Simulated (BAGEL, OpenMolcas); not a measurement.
## How basis sets differ on BBr3 (boron tribromide)

BBr3: 4 atoms, total charge 0, spin state singlet. As SMILES, `BrB(Br)Br`. The coordinates come from a PBE0-D4/def2-TZVP relaxation.

Quantity: the HOMO–LUMO gap, in eV. The values are calculated.

| level | kind | program | value (eV) | CPU time |
| --- | --- | --- | --- | --- |
| HF/ANO-R0 (sfX2C) | Hartree–Fock | OpenMolcas | 12.69 | 16 s |
| HF/ANO-S-VDZP (RICD fitting) | Hartree–Fock | OpenMolcas | 12.87 | 5 s |
| HF/def2-SVP (density fitting with tzvpp-jkfit) | Hartree–Fock | BAGEL | 12.78 | 7.2 s |
| HF/def2-SVPD (density fitting with tzvpp-jkfit) | Hartree–Fock | BAGEL | 12.54 | 11 s |
| HF/def2-TZVPP (density fitting with tzvpp-jkfit) | Hartree–Fock | BAGEL | 12.73 | 14 s |
| HF/def2-TZVPPD (density fitting with tzvpp-jkfit) | Hartree–Fock | BAGEL | 12.18 | 17 s |
| HF/def2-QZVP (density fitting with qzvpp-jkfit) | Hartree–Fock | BAGEL | 12.70 | 27 s |
| HF/def2-QZVPPD (density fitting with qzvpp-jkfit) | Hartree–Fock | BAGEL | 12.05 | 38 s |

All-electron rows without a relativistic Hamiltonian named are non-relativistic. The values span 12.05 to 12.87 eV. A Hartree–Fock LUMO above zero doesn't converge with the basis: it sinks as sets grow more diffuse. Orbital gaps aren't excitation energies. CPU times are rough (shared hosts, several kinds of processor and program).
